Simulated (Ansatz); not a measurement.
Frontier orbitals of CH$_{6}$NO$_{2}$Sc (`C[O][Sc]([NH2])[OH]`).

```xyz
11

C    -0.513   -1.965    1.162
O    -0.178   -0.813    0.472
Sc    0.472    0.669   -0.466
N    -0.854    2.086   -0.904
O     2.241    0.947   -1.030
H    -1.250   -2.557    0.605
H     0.365   -2.601    1.334
H    -0.949   -1.726    2.139
H    -1.839    2.083   -0.670
H    -0.664    2.945   -1.403
H     3.169    0.930   -1.239
```

Total charge 0; spin multiplicity 1. Correlated methods include outer-core shells of Sc, which these sets cover unevenly. Scalar relativity is left out up to krypton. The geometry is a stationary point of PBE0-D4/def2-TZVP. It is one conformer, not always the lowest. Basis def2-TZVPP, Ansatz.

Problem. Compute the vertical ionisation energy as the energy of the cation minus that of the neutral molecule, at each level. (Best estimate.)

Solution. The calculation gave: 
```csv
level,IE (eV),difference from CCSD(T)/def2-TZVPP
PBE-D4/def2-TZVPP,8.57,-0.41
r2SCAN-D4/def2-TZVPP,8.64,-0.33
PBE0-D4/def2-TZVPP,8.88,-0.10
B3LYP-D4/def2-TZVPP,8.94,-0.03
ωB97X-V/def2-TZVPP,9.02,0.04
ωB97M-V/def2-TZVPP,9.04,0.07
B2PLYP/def2-TZVPP,8.96,-0.01
HF/def2-TZVPP,7.53,-1.44
MP2/def2-TZVPP,9.12,0.15
CCSD/def2-TZVPP,8.90,-0.07
CCSD(T)/def2-TZVPP,8.97,0.00
HF/def2-QZVPP,7.54,-1.43
MP2/def2-QZVPP,9.22,0.25
```

B3LYP here is the variant with VWN-RPA as its local correlation; programs differ in this.
